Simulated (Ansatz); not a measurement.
Cost and result for the atomization energy of `C[N]([SiH3])[AlH][F]` (12 atoms, 11 bonds).

Z-matrix (Å, degrees):
```
C
N 1 1.463
H 1 1.096 2 111.6
H 1 1.095 2 111.2 3 -119.7
H 1 1.096 2 111.6 3 120.6
Si 2 1.730 1 115.6 3 -60.0
Al 2 1.772 1 118.9 3 120.0
H 6 1.491 2 110.7 1 59.0
H 6 1.483 2 108.4 1 179.6
H 6 1.491 2 110.8 1 -59.6
F 7 1.648 2 119.4 1 179.8
H 7 1.571 2 120.9 1 -0.2
```

Charge 0, multiplicity 1. The geometry is a stationary point of PBE0-D4/def2-TZVP. It is one conformer, not always the lowest. Program: Ansatz. All runs use 4 threads of an Arm Neoverse V1 on a shared host. Times are those of one run each, without the atoms' runs, and a repeat can differ threefold. Electronic energies, without spin–orbit coupling; frozen cores. CCSD(T)/CBS adds CCSD(T) − MP2 in def2-TZVPP to the MP2 limit, and its time is that of the two runs behind it. T1 = 0.012. B3LYP takes the VWN-RPA correlation (the form of Gaussian; ORCA's B3LYP/G).

CCSD(T)/CBS is a level of theory with its own doubt, some kJ/mol a heavy atom from the limit and from the frozen cores, so smaller differences don't rank the functionals.

| level | functions | wall time | atomization (kJ/mol) | difference from CCSD(T)/CBS | per bond |
| --- | --- | --- | --- | --- | --- |
| PBE-D4/def2-TZVPP (with forces) | 275 | 2.9 s | 4193.1 | -1.4 | -0.1 |
| PBE0-D4/def2-TZVPP | 275 | 3.5 s | 4139.4 | -55.1 | -5.0 |
| r2SCAN-D4/def2-TZVPP (with forces) | 275 | 5.5 s | 4174.2 | -20.3 | -1.8 |
| B3LYP-D4/def2-TZVPP (with forces) | 275 | 5.5 s | 4182.2 | -12.3 | -1.1 |
| B2PLYP/def2-TZVPP | 275 | 6.5 s | 4138.7 | -55.8 | -5.1 |
| ωB97X-V/def2-TZVPP | 275 | 9.5 s | 4203.6 | 9.1 | 0.8 |
| ωB97M-V/def2-TZVPP (with forces) | 275 | 13 s | 4192.8 | -1.7 | -0.2 |
| MP2/def2-QZVPP | 521 | 26 s | 4198.7 | 4.2 | 0.4 |
| CCSD(T)/def2-TZVPP | 275 | 8.8 min | 4079.7 | -114.8 | -10.4 |
| CCSD(T)/CBS(def2) | – | 9.3 min | 4194.5 | 0.0 | 0.0 |

In def2-TZVPP, CCSD(T) changes the Hartree–Fock value by +982.2 kJ/mol (the triples alone add +50.0 kJ/mol) and MP2 by +1031.4 kJ/mol; breaking electron pairs costs correlation energy, which Hartree–Fock lacks. From PBE to PBE0 (25 % exact exchange), in def2-TZVPP and without D4, the atomization energy moves by −49.8 kJ/mol: exact exchange takes away binding that semilocal exchange gives to molecules. The D4 term adds +41.5 kJ/mol with B3LYP and +21.8 kJ/mol with PBE0; it sums over pairs of atoms, weighted by their polarisabilities, and B3LYP, whose exchange is more repulsive, gets the larger term.
